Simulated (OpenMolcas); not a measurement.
Mo⁴⁺.

* Program: OpenMolcas
* Method: CASSCF
* Basis: ANO-RCC-VQZP [8s7p5d3f2g1h]
* Scalar Hamiltonian: DKH2, point nucleus
* Active space: 2 electrons in 10 orbitals (4d 5d)
* State averaging: 2S+1 = 3 even, 10 roots; 2S+1 = 1 even, 15 roots
* Spin-orbit coupling: RASSI with atomic mean-field integrals over the reference wave functions, term energies averaged over their components

Levels without dynamic correlation, in cm-1 above 4d2 3F2:

```csv
Level,E
4d2 3P0,13787
4d2 1D2,12685
4d2 1G4,19163
4d2 1S0,44628
```

On this reference, SS-CASPT2, IPEA 0.25 Eh, imaginary shift 0.1 Eh (closed shells correlated: 4s 4p) puts 4d2 3P0 at 11730 cm-1.

Task: Estimate the other levels at that method by one scale factor, and say how well it serves.

Result: The factor is 11730 / 13787 = 0.851. Scaled values beside those that SS-CASPT2 gives and measured ones (Sugar and Musgrove, J. Phys. Chem. Ref. Data 17, 155 (1988)):
```csv
Level,Scaled,SS-CASPT2,Miss (%),Measured
4d2 1D2,10795,9850,+9.6,10190
4d2 1G4,16308,16550,-1.5,16354
4d2 1S0,37978,38070,-0.2,37738
```
For these levels the scaled values miss SS-CASPT2 by up to 9.6 %, as correlation changes each term by its own factor, spin-orbit parts do not scale and CASPT2 has its own spread within terms. This holds within one configuration; levels of others move differently, and the target method has errors of its own against measurement.

CASPT2 does not keep the components of a term degenerate, so their means are used; among the terms shown or strongly mixed into the levels shown the widest spread is 670 cm-1 (4d2 3F, SS-CASPT2). Active for correlation alone: 5d; no level in the range computed is led by a configuration that fills it, so any true level of that kind is missing. Without dynamic correlation excited terms often stand tens of per cent too high (terms of higher spin than the ground term too low), and those without a measured partner can miss by more than the paired ones (holds for CASSCF). Measured partners are found by configuration, term and J. A level has none where our copy of the source lacks it or the pairing is in doubt (some pairs that miss far off the trend of their configuration count as doubtful), and it then counts in no deviation. Levels of configurations outside the active space are missing.
